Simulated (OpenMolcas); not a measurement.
Rb: effect of the IPEA shift

| Property | Result |
| --- | --- |
| Program | OpenMolcas 26.06 |
| Basis | ANO-RCC-VTZP [7s6p3d1f] |
| Scalar Hamiltonian | DKH2, point nucleus |
| Active space | 1 electron in 9 orbitals (4d 5s 5p) |
| State averaging | 2S+1 = 2 even, 1 root; 2S+1 = 2 odd, 3 roots |
| Spin-orbit coupling | state interaction with AMFI integrals over the reference wave functions, term energies averaged over their components |

Methods on the same reference wave functions:
A. CASSCF
B. SS-CASPT2, IPEA 0 Eh, imaginary shift 0.1 Eh (closed shells correlated: 4s 4p)
C. SS-CASPT2, IPEA 0.25 Eh, imaginary shift 0.1 Eh (closed shells correlated: 4s 4p)

Energies in cm⁻¹ above 5s ²S_1/2, the measured ground level; measured values from NIST Handbook of Basic Atomic Spectroscopic Data.

```csv
Level,A,B,C,Measured
5s ²S_1/2,0.0,0.0,0.0,0.0
5p ²P°_1/2,10737,12673,12514,12579
5p ²P°_3/2,10874,12810,12652,12817
```

Deviations, from unrounded energies. A percentage is the sum of absolute deviations over the sum of measured energies, with the sign that they share, or ± where signs differ.

| Against measurement | Levels | A | B | C |
| --- | --- | --- | --- | --- |
| mean absolute deviation (cm-1) | 2 | 1900 | 50 | 110 |
| other configurations (%) | 2 | -14.9 | ±0.4 | -0.9 |

B lies closest to measurement on these levels and A furthest from it. The largest miss of B in the table is 5p ²P°_1/2, by +94 cm-1. The ranking rests on the paired levels alone, and a cruder setting can come out closer through cancelling errors.

Between B and C the level of the table that moves most is 5p ²P°_3/2, by 160 cm-1 (lowest in C, highest in B).

The lowest spin-free term lies below A's lowest term by 0.184 hartree in B, 0.183 hartree in C.

ANO sets are built for ground and valence states and can reach diffuse excited orbitals poorly. No level of 4d was computed, though it lies in the active space. With one active electron the reference holds no correlation, so core polarisation is missing (holds for A). With one active electron, CASPT2 adds the correlation within the correlated inactive shells and between them and that electron, and leaves the splitting within a term as the reference gives it (holds for B; C). Computed and measured levels are paired by configuration, term and J; levels that our copy of the source lacks, or whose pairing is in doubt (as where it misses far off the trend of its configuration), stay unpaired and out of the deviations. Levels of configurations outside the active space are missing.

° marks odd parity.
